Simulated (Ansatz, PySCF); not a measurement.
Reaction (SMILES): FB(F)[SiH3] + 3 [H][H] (H2) -> B (BH3) + 2 F (HF) + [SiH4] (SiH4)
Each molecule is optimised on its own at B3LYP-D3(BJ)/def2-TZVP (Ansatz, a quantum-chemistry and plane-wave program).

Property: energy of full hydrogenation (0 K, with B3LYP-D3(BJ) harmonic zero-point energies from PySCF), in kJ/mol. Cores are frozen in the correlated levels unless marked. Spin-orbit coupling is left out. Non-relativistic. Basis-set limits of correlation are two-point, X^-3; Hartree-Fock from the larger set.

```csv
level,program,energy of full hydrogenation (kJ/mol)
HF/6-31G*,Ansatz,270.4
LC-wPBE-D3(BJ)/def2-TZVPD,Ansatz + dftd3,258.7
PBE-QIDH/def2-TZVPD,Ansatz,257.9
RPA@PBE/cc-pV(T+d)Z,Ansatz,263.6
SCS-MP2/6-31G*,Ansatz,338.5
CCSD/6-31G*,Ansatz,343.5
"CCSD(T)/CBS(cc-pV(T+d)Z,cc-pV(Q+d)Z)",Ansatz,259.5
```
